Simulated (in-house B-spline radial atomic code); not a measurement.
A fraction x of an electron is removed from 5p in Te³⁺, starting from [Kr] 4d10 5s2 5p1 and keeping the highest spin. Method: scalar-relativistic (X2C) r2SCAN0, spin-polarised, spherical fractional occupations, Fermi nucleus of rms radius 4.7423 fm. Calculated with a radial B-spline atomic code at the basis-set limit.

Caution: exact exchange at fractional occupations of open shells leaves self-interaction of up to several eV.

| x | E(x) - E(0) (eV) | 5p up level (eV) |
| --- | --- | --- |
| 0 | 0.0000 | -31.889 |
| 0.09 | 2.9031 | -32.623 |
| 0.18 | 5.8722 | -33.357 |
| 0.36 | 12.0086 | -34.824 |
| 0.41 | 13.7600 | -35.231 |
| 0.5 | 16.9637 | -35.963 |
| 0.55 | 18.7720 | -36.368 |
| 0.72 | 25.0714 | -37.740 |
| 0.77 | 26.9684 | -38.141 |
| 0.95 | 33.9617 | -39.551 |
| 1 | 35.9485 | - |

The exact functional would give a straight line between the two integer points. Deviations E(x) - E(0) - x[E(1) - E(0)], in eV: -0.332 at x = 0.09, -0.599 at x = 0.18, -0.933 at x = 0.36, -0.979 at x = 0.41, -1.011 at x = 0.5, -1 at x = 0.55, -0.812 at x = 0.72, -0.712 at x = 0.77, -0.189 at x = 0.95.

The curve lies below the straight line by up to 1.011 eV (at x = 0.5): convex, the delocalisation error, to which spherically averaged exact exchange adds.

How well does Slater's transition state (minus the level at half occupation) give the ionisation energy?

It gives 35.963 eV against 35.949 eV from the two total energies; NIST lists 37.42 eV, ground level to ground level. The end point has an open shell averaged over its orbitals, so its exact exchange keeps a self-interaction and this is no true integer point.
